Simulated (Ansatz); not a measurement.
Calculated with Ansatz (gas phase, PBE0-D4/def2-TZVP geometries, no zero-point term in ΔE). CBS: MP2 limit from def2 TZ/QZ plus the TZ coupled-cluster correction, frozen cores. Functionals use def2-TZVPP. HSE06 is defined as in plane-wave codes. For V outer-core shells are correlated without core-valence functions, which leaves a few kJ/mol of doubt a bond. Scalar relativity is left out up to krypton. One conformer a species, not always the lowest.

`[NH]=[V]([NH2])([NH2])[OH]` → `[NH2][V]([NH2])([NH2])=[O]`  (isomerisation)

`[NH]=[V]([NH2])([NH2])[OH]`:

```xyz
11

N    -1.523    0.320   -0.579
V    -0.109    0.109    0.157
N     1.131    0.944   -0.913
N     0.132   -1.711    0.249
O    -0.031    0.799    1.799
H    -2.448    0.512   -0.936
H     0.962    1.341   -1.822
H     2.115    0.954   -0.682
H    -0.450   -2.411   -0.179
H     0.959   -2.119    0.662
H    -0.741    1.263    2.243
```

`[NH2][V]([NH2])([NH2])=[O]`:

```xyz
11

N     0.019   -0.273   -1.724
V     0.350   -0.231    0.085
N     0.620    1.508    0.623
N    -1.085   -0.941    0.992
O     1.625   -1.072    0.397
H     0.689   -0.607   -2.400
H    -0.911   -0.246   -2.116
H     1.387    1.789    1.216
H     0.218    2.302    0.148
H    -1.066   -1.849    1.431
H    -1.846   -0.381    1.348
```

Question: Is it downhill or uphill in electronic energy at CCSD(T)/CBS, and by how much? (Best estimate.)

Answer: Ansatz gave: Downhill: ΔE = -53.7 kJ/mol.

Question: What do these levels give: BLYP-D4, revPBE, r2SCAN0, HSE06, MP2/def2-TZVPP, CCSD(T)/def2-TZVPP? (Estimate.)

Answer: The calculation gave: BLYP-D4 -70.4, revPBE -73.3, r2SCAN0 -67.8, HSE06 -67.8, MP2/def2-TZVPP -46.2, CCSD(T)/def2-TZVPP -59.7 kJ/mol.

Question: What do rigid-rotor, harmonic-oscillator terms from PBE0-D4/def2-TZVP frequencies (298.15 K, 1 bar) make of the CCSD(T)/CBS value? (Best estimate.)

Answer: The calculation gave: ΔZPE = +6.7 kJ/mol, ΔH = -49.0 kJ/mol, ΔS = -28 J/(mol·K), ΔG = -40.8 kJ/mol.

Largest T1 diagnostic among the species: 0.032, so the coupled-cluster value is less sure than usual.

From PBE to PBE0 (25 % exact exchange), in def2-TZVPP and without D4, ΔE moves by +3.8 kJ/mol. At CCSD(T), def2-SVP lies −8.3 kJ/mol from the extrapolated value and def2-TZVPP −6.0 kJ/mol. Leaving LDA and LC-ωPBE aside and taking each functional with its dispersion term where it has one, the values, not all of them listed here, spread over 11.8 kJ/mol, from B97M-V to PBE-QIDH. LDA lies +5.6 kJ/mol from PBE without D4.
